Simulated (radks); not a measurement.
Problem. The manganese ion Mn17+, 8 electrons, occupied as [He] 2s2 2p3 3s1 (not the ground configuration). Method: scalar-relativistic Kohn-Sham, SOGGA, spin-polarised, spherical densities, finite nucleus; open shells are filled with parallel spins first; Fermi nuclear charge, rms radius 3.7057 fm; computed with a radial shooting solver on a logarithmic mesh with Libxc functionals. Some entries of the table are withheld. Estimate them.

| orbital | occ. | eigenvalue (eV) | r(max) (bohr) | <r> (bohr) |
|---|---|---|---|---|
| 1s up | 1 | -7247.674 | 0.03988 | (1) |
| 1s down | 1 | -7231.249 | 0.03984 | (2) |
| 2s up | 1 | -1430.181 | 0.2242 | 0.2633 |
| 2s down | 1 | -1402.007 | 0.2253 | 0.2652 |
| 2p up | 3 | -1343.016 | 0.1787 | (3) |
| 2p down | 0 | -1309.628 | 0.1801 | (4) |
| 3s up | 1 | (5) | 0.6089 | 0.6428 |
| 3s down | 0 | (6) | 0.6111 | 0.6460 |

Solution. 
(1) 1s up <r> (bohr): 0.06081
(2) 1s down <r> (bohr): 0.06069
(3) 2p up <r> (bohr): 0.2281
(4) 2p down <r> (bohr): 0.2303
(5) 3s up eigenvalue (eV): -560.4099
(6) 3s down eigenvalue (eV): -545.6616
